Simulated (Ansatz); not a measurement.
Consider the silylene formation by 1,1-elimination: `N[SiH2]S[SiH2]F` → `N[SiH2]S` + `F[SiH]`.

Gas-phase electronic energies from Ansatz, PBE0-D4/def2-TZVP geometries. CBS: MP2 limit from def2 TZ/QZ plus the TZ coupled-cluster correction, frozen cores. This one scheme is used for every species. Functionals use def2-TZVPP. Each species was taken in one conformer, which may not be the lowest.

```tsv
level	ΔE (kJ/mol)
B2PLYP	269.8
CCSD/CBS(def2)	275.6
```

(1) What does CCSD(T)/CBS give? (Best estimate.)

Largest T1 diagnostic among the species: 0.015.

Answers

(1) Ansatz gave: +280.3 kJ/mol. The listed levels differ from it by -10.5, -4.7 kJ/mol.

The D4 term adds +17.5 kJ/mol with B3LYP and +9.6 kJ/mol with PBE0; it sums over pairs of atoms, weighted by their polarisabilities, and B3LYP, whose exchange is more repulsive, gets the larger term. In def2-TZVPP, CCSD(T) changes the Hartree–Fock value by +10.1 kJ/mol (the triples alone add +4.7 kJ/mol) and MP2 by +32.7 kJ/mol. From PBE to PBE0 (25 % exact exchange), in def2-TZVPP and without D4, ΔE moves by +14.1 kJ/mol.

B3LYP here is the variant with VWN-RPA as its local correlation; programs differ in this.
